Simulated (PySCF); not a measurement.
Can point charges reproduce the dipole moment of BEt2(SMe) (`CCB(CC)SC`)?

Coordinates (PBE0-D3(BJ)/def2-SVP, Å) and charges (e) from the PBE0/pcSseg-1 density (PySCF):

```
atom       x       y       z  Mulliken      IAO  Hirshfeld  ESP-fitted
  B1  -0.117   0.338   0.182   +0.4455  +0.1102    +0.1332     +0.1170
  C2   1.383  -0.025   0.518   -0.4529  -0.3895    -0.1415     +0.1223
  C3   1.994  -0.873  -0.605   -0.3164  -0.3888    -0.1087     -0.3805
  H4   1.478  -0.563   1.476   +0.1241  +0.1315    +0.0313     -0.0052
  H5   1.968   0.905   0.625   +0.1248  +0.1390    +0.0373     -0.0247
  H6   3.044  -1.132  -0.397   +0.1235  +0.1385    +0.0393     +0.0884
  H7   1.444  -1.816  -0.750   +0.1157  +0.1287    +0.0342     +0.1098
  H8   1.974  -0.339  -1.568   +0.1188  +0.1338    +0.0389     +0.0996
  C9  -0.461   1.652  -0.618   -0.5092  -0.3834    -0.1401     +0.0086
 C10  -1.885   1.874  -1.107   -0.2744  -0.4059    -0.1220     -0.2458
 H11   0.258   1.722  -1.457   +0.1304  +0.1429    +0.0394     +0.0247
 H12  -0.152   2.480   0.053   +0.1384  +0.1510    +0.0420     +0.0207
 H13  -2.001   2.839  -1.625   +0.1143  +0.1350    +0.0359     +0.0595
 H14  -2.197   1.083  -1.807   +0.1164  +0.1356    +0.0318     +0.0636
 H15  -2.603   1.861  -0.271   +0.1202  +0.1362    +0.0307     +0.0637
 S16  -1.497  -0.717   0.623   -0.1860  +0.1127    -0.0092     -0.2251
 C17  -0.787  -2.099   1.560   -0.4011  -0.4975    -0.1146     -0.2697
 H18  -0.021  -2.627   0.977   +0.1565  +0.1511    +0.0465     +0.1060
 H19  -1.606  -2.796   1.781   +0.1560  +0.1654    +0.0493     +0.1510
 H20  -0.355  -1.752   2.509   +0.1551  +0.1535    +0.0470     +0.1161
```

Q: Form Σ q r in debye for every column and set it beside the full dipole.

A: The full density gives (1.27, -0.69, 0.58) D, 1.55 D in size; dipole vectors point from the negative to the positive end.

```json
{"scheme": "Mulliken", "μx": "0.72", "μy": "-0.80", "μz": "0.30", "size (D)": "1.12", "share of the full size (%)": "72", "angle to the full dipole (°)": "20"}
{"scheme": "IAO", "μx": "-0.26", "μy": "-0.74", "μz": "0.38", "size (D)": "0.87", "share of the full size (%)": "56", "angle to the full dipole (°)": "73"}
{"scheme": "Hirshfeld", "μx": "0.10", "μy": "-0.72", "μz": "0.45", "size (D)": "0.85", "share of the full size (%)": "55", "angle to the full dipole (°)": "48"}
{"scheme": "ESP-fitted", "μx": "1.28", "μy": "-0.75", "μz": "0.59", "size (D)": "1.60", "share of the full size (%)": "103", "angle to the full dipole (°)": "2"}
```

Q: Which set comes closest?

A: Length of the difference vector: ESP-fitted 0.07 D, Mulliken 0.63 D, Hirshfeld 1.17 D, IAO 1.54 D. Closest: ESP-fitted. The schemes that divide the density aren't constrained to reproduce the dipole.

Q: What is left for the Hirshfeld atoms' own dipoles?

A: The Hirshfeld atoms' densities add up to the full density, so μ = Σ q r + Σ (atomic dipoles). The atomic dipoles sum to (1.27, -0.69, 0.58) − (0.10, -0.72, 0.45) = (1.17, 0.03, 0.13) D, 1.17 D in size.

Q: With the origin at the mean of the coordinates, (-0.007, 0.001, 0.005) Å, which are the largest single terms, by size, of the ESP-fitted dipole along the direction of the full one?

A: C10 +3.28, C3 -3.27, H6 +1.20, C17 -1.13, H13 -1.00 D; all 20 atoms together +1.60 D. The single terms depend on the origin, their sum doesn't.

Q: Give the size of the full dipole in other units.

A: 1.55 D = 0.611 au = 0.324 e·Å = 5.18 × 10⁻³⁰ C·m.

Isolated species at its PBE0-D3(BJ)/def2-SVP geometry (one conformer only).

These values come from a run that also computed NMR shieldings. Hardware: one thread, Intel Xeon at 2.50 GHz (x86_64), shared host with 64 logical CPUs at a one-minute load of 64. Cost: 2.3 min wall, 1.7 min CPU (grids of density and orbitals included), 1.1 GiB resident at most.
